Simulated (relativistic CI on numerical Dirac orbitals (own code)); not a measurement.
## L2,3 absorption of manganese in several valence states

Computed multiplet spectra 2p⁶3dⁿ → 2p⁵3dⁿ⁺¹ (Dirac-Coulomb-Breit ions, Slater integrals scaled by 0.8, an assumed crystal field that grows with the charge, no charge transfer; 300 K; Lorentzian 0.4 eV and Gaussian 0.3 eV FWHM at both edges, so that L2 comes out sharper than in experiment). Peaks over 5 % are given in eV from the highest peak in the L3 region of each spectrum (height, largest 100). S of the lowest state is read from ⟨S²⟩, and the branching ratio is the share of L3, cut at the minimum between the edges.

Field parameters in Wybourne normalisation: Td as Oh with Dq negative (B⁴₀ = 21Dq, B⁴₄ = √(5/14) B⁴₀). The field is a parameter set, without covalency.

- Mn³⁺ (d4, Td, 10Dq = -4950 cm⁻¹): S = 2.00, high spin, branching ratio 0.77; peaks -4.3 (5), -3.3 (9), -2.8 (10), 0.0 (100), 0.6 (82), 1.7 (65), 2.8 (52), 5.0 (8), 6.5 (29), 7.7 (22), 9.4 (18), 11.1 (35), 11.7 (33), 13.9 (12)
- Mn⁴⁺ (d3, Td, 10Dq = -6050 cm⁻¹): S = 1.50, branching ratio 0.62; peaks -2.4 (15), 0.0 (100), 1.7 (64), 3.4 (29), 7.1 (34), 7.7 (29), 9.0 (29), 10.4 (41), 11.8 (44), 13.8 (7)
- Mn⁵⁺ (d2, Td, 10Dq = -7150 cm⁻¹): S = 1.00, branching ratio 0.52; peaks -3.6 (5), -2.2 (9), 0.0 (100), 1.9 (23), 2.8 (31), 7.3 (33), 8.6 (48), 11.1 (65)

Question: What spin state follows for Mn²⁺ in Td, 10Dq = -3800 cm⁻¹, and does its branching ratio lie nearer 2/3 or nearer 0.8?

Answer: Mn²⁺ (d5, Td, 10Dq = -3800 cm⁻¹): S = 2.50, high spin, branching ratio 0.76; peaks 0.0 (100), 1.2 (39), 3.7 (13), 10.5 (17), 12.0 (26). High-spin states, above all those with an unquenched orbital moment, raise the ratio above the statistical 2/3; low spin and nearly empty shells keep it near or below 2/3.

The centroid of the whole edge, which also moves with the branching ratio, lies at 645.3 (Mn²⁺), 648.3 (Mn³⁺), 652.3 (Mn⁴⁺), 657.7 (Mn⁵⁺) eV in this ionic model, in steps of 3.0 to 5.4 eV. Compounds show about 1 to 2 eV a unit and lower energies for the high valences, since ligands screen the charge. The multiplet shape follows the d count and the spin state, and so serves as a fingerprint of valence.
